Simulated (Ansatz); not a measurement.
H3B, charge +1, doublet, at a GFN2-xTB geometry (a state made from the parent by changing its charge; the spin is typed, not shown lowest), atoms displaced at random by about 0.03 Å a coordinate; PBE/cc-pVDZ, gradient run with Ansatz (a program for electronic structure).

Ansatz was given this input:
Ansatz 0.2 input:
```yaml
crystal:
  periodic: [false, false, false]
  atoms:
    - {symbol: B, position_ang: [0.04085326, 0.05268714, -0.05001954]}
    - {symbol: H, position_ang: [-1.18369782, -0.16037552, -0.10147639]}
    - {symbol: H, position_ang: [0.16874078, -0.61153481, 0.93751566]}
    - {symbol: H, position_ang: [0.81314104, 0.60568319, -0.66142693]}
basis:
  gaussian:
    orbitals: cc-pVDZ
hamiltonian:
  xc: pbe
total_charge: 1
magnetization: {spin_polarized: true, initial_magnetization: 1}
output: {forces: true}
```

The log (banner, timings and long lists left out):

```
Functional definition: PBE
328 factors; their error is unknown
mean field evaluation 1: about -708.8970 eV, gradient 1.2e1 eV
mean field evaluation 2: about -709.6193 eV, gradient 7.3e0 eV
mean field evaluation 4: about -710.0542 eV, gradient 5.1e-1 eV
mean field evaluation 8: about -710.0407 eV, gradient 3.1e-3 eV
mean field -710.04070449 eV, -26.0935146071 hartree, gradient 6.5e-5 eV, S^2 0.753458; 0 other end points of the search recorded, 0 dependent functions left out
the calculation of the forces begins
reference -710.04073044 eV, -26.0935155609 hartree; 4, 3 occupied and 25, 26 virtual orbitals, 328 factors
Total energy: -710.04073044 eV, -26.0935155609 hartree
Atom 0 at     0.040853     0.052687    -0.050020 Å, force     0.463991     1.069050    -1.472873 eV/Å
Atom 1 at    -1.183698    -0.160376    -0.101476 Å, force    -1.108883    -0.650568     0.653451 eV/Å
Atom 2 at     0.168741    -0.611535     0.937516 Å, force    -0.657408    -1.427106     1.894839 eV/Å
Atom 3 at     0.813141     0.605683    -0.661427 Å, force     1.302301     1.008624    -1.075416 eV/Å
Dipole moment:    -0.164242    -0.108592     0.117437 e Å
```
